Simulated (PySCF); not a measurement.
Species: C4H4Cl3GaO2.
Z-matrix (Å and degrees, PBE0-D3(BJ)/def2-SVP geometry), rows numbered from 1:
```
Cl
C   1  1.7861
Cl  2  1.7861  1  109.47
Cl  2  1.7873  1  109.26  3   119.66
Ga  2  2.0045  1  109.10  3  -119.37
O   5  1.9360  2  104.19  1  -169.24
C   6  1.2665  5  124.62  2    96.29
C   7  1.3963  6  126.86  5     5.77
C   8  1.3967  7  122.82  6     1.36
O   9  1.2666  8  126.93  7    -1.43
H   5  1.5491  2  125.07  1    59.52
H   7  1.1044  6  115.15  5  -174.96
H   8  1.0896  7  118.58  6   179.76
H   9  1.1043  8  117.93  7   177.79
```

Method used: PySCF 2.14.0, density-fitted response routines, TDDFT PBE0/def2-SVPD, vertical, gas phase, core orbitals frozen in the response. Relativistic effects, spin–orbit coupling among them, are left out although an element past zinc is present.

Kohn–Sham orbitals with the atoms that hold most of them (Löwdin shares over 4%, at most four atoms; ? is withheld):

```
orbital  ε (eV)                              atoms
 LUMO+2    0.06  Cl3 22%, C2 21%, Cl1 20%, Ga5 17%
 LUMO+1   -0.75  Cl4 26%, C2 23%, Cl3 22%, Cl1 22%
   LUMO   -2.58                                  ?
   HOMO       ?   C2 16%, C8 14%, Cl4 11%, Cl1 10%
 HOMO-1   -8.21                                  ?
 HOMO-2   -8.58          Cl1 33%, Cl3 33%, Cl4 33%
 HOMO-3   -8.90      O10 29%, O6 29%, C7 8%, C9 8%
```

Q: Which atoms hold the LUMO, and with what shares?

A: C9 (bonded to C, O and H) 26%; C7 (bonded to C, O and H) 26%; O10 (bonded to C and Ga) 16%; O6 (bonded to C and Ga) 16%. By element: carbon 51% or more, oxygen 31%.

Q: Which atoms hold the HOMO-1, and with what shares?

A: C8 (bonded to 2 C and H) 21%; Cl3 (bonded to C) 10%; Cl1 (bonded to C) 10%; O10 (bonded to C and Ga) 10%. By element: carbon 21% or more, chlorine 20% or more, oxygen 10% or more.

Q: What is the HOMO energy, and the HOMO–LUMO gap?

A: ε(HOMO) = -7.52 eV; the gap is 4.95 eV (0.1818 hartree).

Q: How does S1 compare with the orbital gap of 4.95 eV?

A: S1 is at 4.06 eV (f = 0.016), 0.89 eV below the gap, made of HOMO→LUMO (96%). Without the coupling terms of the response equations the lowest excitation would equal the gap.

Q: Give energy, strength and leading configuration of S1, S3, S4 and S5, and follow the Löwdin shares of the leading atoms from the occupied to the empty orbital.

A: 
- S1 (4.06 eV, f 0.016), HOMO→LUMO (96%): C2 16% → at most 16%, C8 14% → at most 16%, C9 at most 11% → 26%, C7 at most 11% → 26%
- S3 (4.98 eV, f 0.111), HOMO-1→LUMO (92%): C8 21% → at most 16%, Cl3 10% → at most 16%, C9 at most 10% → 26%, C7 at most 10% → 26%
- S4 (5.17 eV, f 0.0007), HOMO-2→LUMO (97%): Cl1 33% → at most 16%, Cl3 33% → at most 16%, C9 at most 1% → 26%, C7 at most 1% → 26%
- S5 (5.44 eV, f 0.021), HOMO→LUMO+1 (88%): C2 16% → 23%, C8 14% → at most 7%, Cl4 11% → 26%

Löwdin shares depend on the basis, the more so with diffuse functions.
